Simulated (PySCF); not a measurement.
SMILES C(/C=C\C)(C)(C)C, singlet (GFN2-xTB optimised geometry):

```
21

C      0.211    -2.099     1.074
C     -0.544    -0.958     1.673
C     -0.696     0.286     1.242
C     -0.156     0.962     0.000
C     -0.692     0.285    -1.268
C      1.378     0.962     0.000
C     -0.633     2.420     0.000
H     -0.464    -2.942     0.922
H      0.675    -1.852     0.127
H      0.988    -2.425     1.767
H     -1.029    -1.222     2.607
H     -1.298     0.940     1.861
H     -0.358     0.829    -2.150
H     -0.351    -0.742    -1.351
H     -1.780     0.280    -1.258
H      1.752     1.431     0.907
H      1.780    -0.045    -0.049
H      1.751     1.521    -0.856
H     -1.720     2.467    -0.008
H     -0.262     2.942    -0.880
H     -0.271     2.941     0.884
```

Method: CAM-B3LYP/def2-SVP in PySCF.

What are the frontier orbital energies and the dipole moment?

HOMO-2 -10.27 eV, HOMO-1 -10.07 eV, HOMO -8.20 eV, LUMO 2.04 eV, LUMO+1 2.60 eV; dipole moment 0.29 D.

Meta-Löwdin charges at CAM-B3LYP/def2-SVP: C1 -0.29, C2 -0.10, C3 -0.12, C4 0.07, C5 -0.28, C6 -0.28, C7 -0.28, H8 0.10, H9 0.10, H10 0.10, H11 0.09, H12 0.09, H13 0.09, H14 0.09, H15 0.09, H16 0.09, H17 0.09, H18 0.09, H19 0.09, H20 0.09, H21 0.09.
